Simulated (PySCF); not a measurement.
Structure with atom numbers: `[CH3:1][Si:2]([CH3:3])([CH3:4])[Si:5]([Cl:6])([Cl:7])[Cl:8]`. Hydrogens are named by the atom that carries them.

Geometry: PBE0-D3(BJ)/def2-SVP; GIAO shifts from PySCF 2.14.0 with density-fitted response routines, gas phase, non-relativistic, averaged over equivalent atoms.

At PBE0/6-31G* (150 basis functions, 26 s wall time on 1 thread of an Arm Neoverse V1, shared host):
| atoms | δ (ppm) |
| --- | --- |
| C1/C3/C4 | -3.8 |
| Si5 | 83.8 |
| Si2 | -0.7 |
| Cl6/Cl7/Cl8 | 99.2 |
| H(C1)/H(C3)/H(C4) | 0.17 |

Chemical shifts δ = σref − σ; 13C (σ = 194.14 ppm), 29Si (σ = 418.09 ppm), 1H (σ = 31.96 ppm) against TMS; HCl for 35Cl (σ = 929.83 ppm), all at this level.

Question: Estimate the result of repeating the calculation with PBE0/cc-pVDZ.

Answer: 
```tsv
atoms	δ at PBE0/cc-pVDZ	change
C1/C3/C4	-3.5	+0.3
Si5	60.3	-23.5
Si2	-1.6	-0.9
Cl6/Cl7/Cl8	122.9	+23.7
H(C1)/H(C3)/H(C4)	0.23	+0.06
```

δ = σ(ref) − σ, references computed at the same level: 13C (196.75 ppm), 29Si (418.61 ppm), 1H (31.29 ppm) vs TMS; 35Cl (960.53 ppm) vs HCl.

The largest change is at Cl6/Cl7/Cl8 (chlorine bonded to Si). Cost: 177 basis functions, 32 s wall time on 1 thread of an Arm Neoverse V2, shared host.
